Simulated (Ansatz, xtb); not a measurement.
# Ranking isomers of C5H3BF2O

5 gas-phase structures of C5H3BF2O, from a drawn sample of its isomers (lower ones may exist). Each was relaxed with GFN2-xTB; where two conformers were screened, the lower at r2SCAN-D4/def2-SVP//GFN2-xTB is listed:

A. `O=CC#C/C=C/B(F)F`, a singlet
B. `O=C=C1C=C[C@@H]1B(F)F`, a singlet
C. `CC#CC(=C=O)B(F)F`, a singlet
D. `C#C[C@H](C=C=O)B(F)F`, a singlet
E. `O=C=CC#CCB(F)F`, a singlet

Question: Estimate their order in r2SCAN-D4/def2-SVP//GFN2-xTB energy at these geometries, lowest first.

Answer: Calculated order at r2SCAN-D4/def2-SVP//GFN2-xTB: C (0.000), B (0.502), E (0.546), A (0.699), D (1.057) eV.

Energies above the lowest of each column, in eV; the last columns are at r2SCAN-D4/def2-SVP geometries and were run for some of them only (a dash: not run or not comparable):

```csv
structure,GFN2-xTB,HF/STO-3G,r2SCAN-D4/def2-SVP//GFN2-xTB,r2SCAN-D4/def2-SVP,CCSD(T)/def2-SVP + ΔMP2/def2-TZVPP
C,0.000,0.000,0.000,0.000,0.000
B,0.335,0.670,0.502,0.506,0.636
E,0.449,0.596,0.546,0.533,0.519
A,0.938,0.802,0.699,0.723,–
D,0.944,1.245,1.057,–,–
```

Every level run on C puts it lowest or level with the lowest. CCSD(T)/def2-SVP + ΔMP2/def2-TZVPP orders those it was run on as C (0.000), E (0.519), B (0.636) eV. Flexible structures stand in one conformer each, not always the lowest. Frequencies (GFN2-xTB) were run for B, C, E alone. ΔMP2 is the change of the MP2 energy from the smaller to the larger basis.

Over these structures GFN2-xTB departs from r2SCAN-D4/def2-SVP//GFN2-xTB by 0.118 eV on average once a common shift is removed. A GFN2-xTB relaxation took about 0.21 s and the r2SCAN-D4/def2-SVP//GFN2-xTB energy about 1.8 s on a shared host (Ansatz 0.2.0, xtb 6.7.1).
